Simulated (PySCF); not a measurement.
C3H9Ge, doublet, at a GFN2-xTB geometry. Base run: DF-R2SCAN/STO-3G run with PySCF.

Here is a job for PySCF.
```python
from pyscf import gto, scf, dft

mol = gto.Mole()
mol.atom = '''
    C     2.34158793    1.08833734   -0.23254345
    C     1.81308624   -0.21245295    0.23514570
    C     0.57128543   -0.28375438    0.99009097
    Ge   -1.07453076   -0.17696050   -0.19641555
    H     3.39174683    1.01031274   -0.50702840
    H     2.22969830    1.85358314    0.53682327
    H     1.79497394    1.44449263   -1.11790682
    H     2.22200223   -1.11630520   -0.18495243
    H     0.48513465   -1.22031642    1.54291825
    H     0.47778719    0.54938448    1.69008991
    H    -1.12861210   -1.30931318   -1.17636722
    H    -1.06910268    1.07790469   -1.01600632
    H    -2.37440174   -0.17978707    0.56156785
'''
mol.basis = 'sto-3g'
mol.spin = 1
mol.verbose = 4
mol.build()

mf = dft.UKS(mol)
mf.xc = 'r2scan'
mf = mf.density_fit(auxbasis='def2-universal-jkfit')
mf.kernel()
```

Each row names what was changed in the base input (with any setting that the change needs).

```
change               basis functions       E (Eh)  HOMO (eV)  dipole (D)  core-seconds (rough)
-------------------  ---------------  -----------  ---------  ----------  --------------------
base                              42  -2171.33551      -2.00        0.14                    20
basis = LANL2DZ                   53   -123.32987      -4.05        0.52                    20
basis = pcseg-0                   67  -2193.67053      -4.27        0.42                    30
basis = 6-31G                     72  -2196.18315      -3.97        0.61                    30
basis = def2-SV(P)                92  -2196.21693      -4.23        0.58                    40
basis = 6-31G*                    92  -2196.28300      -4.04        0.67                    40
basis = pcseg-1                  114  -2196.31801      -4.30        0.54                    60
basis = pc-1                     114  -2196.47473      -4.31        0.54                    50
basis = cc-pVDZ                  114  -2196.55363      -4.15        0.64                    50
basis = def2-SVPD                170  -2196.24718      -4.29        0.61                    70
basis = aug-pcseg-1              186  -2196.32438      -4.27        0.60                   100
basis = pc-2                     259  -2196.67244      -4.28        0.63                   100
basis = cc-pVTZ                  259  -2196.66800      -4.25        0.65                   100
```

Totals compare only among sets that treat the same electrons; sets with core potentials leave the core out.

Open shells are given as the SCF converged; they aren't shown to be the lowest states, and a large step between rows can be another state.
